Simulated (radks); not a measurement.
Removal energies from the potassium ion K7+, [Ne] 3s2, by Delta-SCF beside the eigenvalue of the level emptied. Method: scalar-relativistic Kohn-Sham, PBE, spin-polarised, spherical densities, finite nucleus; Fermi nuclear charge, rms radius of each element as measured or else 0.836 A^(1/3) + 0.57 fm; computed with a radial shooting solver on a logarithmic mesh with Libxc functionals. Open shells are filled with parallel spins first.

| removed from | final configuration | Delta-SCF (eV) | -eigenvalue (eV) |
|---|---|---|---|
| 3s | [Ne] 3s1 | 154.89 | 145.83 |
| 2p | [He] 2s2 2p5 3s2 | 446.11 | 417.46 |
| 2s | [He] 2s1 2p6 3s2 | 515.45 | 489.71 |
| 1s | 1s1 2s2 2p6 3s2 | 3766.3 | 3667.2 |
